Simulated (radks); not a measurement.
Dispersion coefficients C6 (hartree bohr^6) between ground-configuration atoms and ions, from the Casimir-Polder integral (3/pi) of alpha_A(iw) alpha_B(iw). All-electron calculation, scalar-relativistic Kohn-Sham, LDA (Slater exchange, Perdew-Wang correlation), spin-polarised, spherical densities, finite nucleus; open shells are filled with parallel spins first (spin-orbit coupling, left out, can overturn this in heavy ions); Fermi nuclear charge, rms radius of each element as measured or else 0.836 A^(1/3) + 0.57 fm. Program: a radial shooting solver on a logarithmic mesh with Libxc functionals. Response by self-consistent Sternheimer equations with the Hartree and adiabatic LDA kernel, the relativistic mass of each level held fixed and spin-orbit coupling left out. For heavy and open-shell atoms this level of theory can miss by tens of per cent.

\begin{tabular}{lrrrrrr}
C6 & Cu+ & Mo & Os & Ho & Ta & Cu \\ \hline
Cu+ & 27.94 &  &  &  &  &  \\
Mo & 130.0 & 742.2 &  &  &  &  \\
Os & 121.1 & 645.4 & 576.2 &  &  &  \\
Ho & 193.1 & 1196 & 1008 & 1999 &  &  \\
Ta & 149.6 & 846.8 & 739.8 & 1357 & 967.6 &  \\
Cu & 76.53 & 430.1 & 376.3 & 688.4 & 491.4 & 249.7 \\
\end{tabular}

Static polarisabilities (bohr^3): Cu+ ([Ar] 3d10) 8.170, Mo ([Kr] 4d5 5s1) 71.31, Os ([Xe] 4f14 5d6 6s2) 51.37, Ho ([Xe] 4f11 6s2) 140.1, Ta ([Xe] 4f14 5d3 6s2) 77.30, Cu ([Ar] 3d10 4s1) 39.11. The combination rule 2 Ca Cb / ((alpha_b/alpha_a) Ca + (alpha_a/alpha_b) Cb) gives 687.3 for Cu-Ho, against 688.4 from the integral.
